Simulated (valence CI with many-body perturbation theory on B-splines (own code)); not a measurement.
From CI to CI+MBPT in Kr⁴⁺

Method: relativistic CI+MBPT: four valence electrons over a frozen Dirac-Fock core [Ar] 3d10, radial functions for each j: 11 s, 11 p, 9 d, 7 f, 5 g, 2 h, 1 i, with the one-electron correlation potential Σ1 (screened to all orders), the two-electron term Σ2, the three-electron term Σ3, Breit, model QED; selected single and double excitations, second order for the rest, scaled by the run's own slope (own B-spline code, finite nucleus).

Set against measurement, 35 paired levels are off by 129 cm⁻¹ on average, the worst by 744. These come from a selection out of Saloman, J. Phys. Chem. Ref. Data 36, 215 (2007). Levels without a partner in it may be off by more. Among the levels kept, up to 390 cm⁻¹ of a level comes from second order outside the variational space, and about a tenth of that is noise between levels of different J, which matters for small intervals. 4 measured levels below the end of the list, from 307667 cm⁻¹ on, found no clear computed partner, and computed levels of the same name lie up to 40129 cm⁻¹ from them.

Each rung adds one term. CI alone is the Dirac-Coulomb CI over the frozen core; QED comes last and gives the full result, which names the levels. Energies are above 4s2 4p2 3P_0 on the same rung, in eV.

Names give the largest LS component (configuration and term), which can be under half, so a name can repeat, a term be missing and a line seem to break the LS rules; names also repeat where a configuration has a term twice.

```
          Level  CI alone       Σ1       Σ2       Σ3    Breit      QED    Full
   4s2 4p2 3P_1     0.445  +0.0205  +0.0066  +0.0013  -0.0113  +0.0012   0.464
   4s2 4p2 3P_2     0.915  +0.0342  +0.0072  +0.0009  -0.0187  +0.0018   0.941
   4s2 4p2 1D_2     2.434  +0.0530  -0.0150  -0.0053  -0.0231  +0.0023   2.446
   4s2 4p2 1S_0     4.873  +0.0725  -0.0397  -0.0211  -0.0224  +0.0021   4.864
   4s 4p3 5S°_2    11.616  +0.2002  +0.2948  +0.0106  -0.0120  -0.0249  12.084
   4s 4p3 3D°_1    15.701  +0.2379  +0.1475  +0.0016  -0.0135  -0.0228  16.052
   4s 4p3 3D°_2    15.718  +0.2381  +0.1466  +0.0014  -0.0141  -0.0228  16.067
   4s 4p3 3D°_3    15.865  +0.2459  +0.1495  +0.0019  -0.0201  -0.0223  16.220
   4s 4p3 3P°_0    18.029  +0.2612  +0.0771  -0.0078  -0.0172  -0.0224  18.320
   4s 4p3 3P°_1    18.072  +0.2639  +0.0779  -0.0075  -0.0199  -0.0222  18.364
   4s 4p3 3P°_2    18.115  +0.2675  +0.0794  -0.0068  -0.0220  -0.0217  18.411
   4s 4p3 1D°_2    19.991  +0.3110  -0.0250  +0.0024  -0.0305  -0.0143  20.234
   4s 4p3 3S°_1    23.325  +0.2894  -0.5964  -0.0148  -0.0130  -0.0248  22.966
4s2 4p 4d 3F°_2    23.210  +0.3712  +0.0009  +0.0054  -0.0324  +0.0012  23.557
4s2 4p 4d 3F°_3    23.533  +0.3833  +0.0036  +0.0056  -0.0398  +0.0021  23.888
   4s 4p3 1P°_1    24.251  +0.3283  -0.4489  -0.0168  -0.0293  -0.0202  24.064
4s2 4p 4d 3F°_4    24.030  +0.4031  +0.0091  +0.0059  -0.0513  +0.0036  24.400
4s2 4p 4d 3P°_2    26.156  +0.3858  -0.3094  -0.0051  -0.0296  -0.0029  26.195
4s2 4p 4d 3P°_1    26.442  +0.3986  -0.2872  -0.0052  -0.0322  -0.0006  26.515
```

The middle columns are the shifts that each term adds.

Q: How does the ionisation energy move along the ladder, and which term matters most?

A: CI alone 63.856, + Σ1 64.565, + Σ2 64.389, + Σ3 64.368, + Breit 64.340, + QED 64.344 eV. The largest step is Σ1, 0.709 eV. NIST lists 64.69 ± 0.2 eV (semi-empirical).
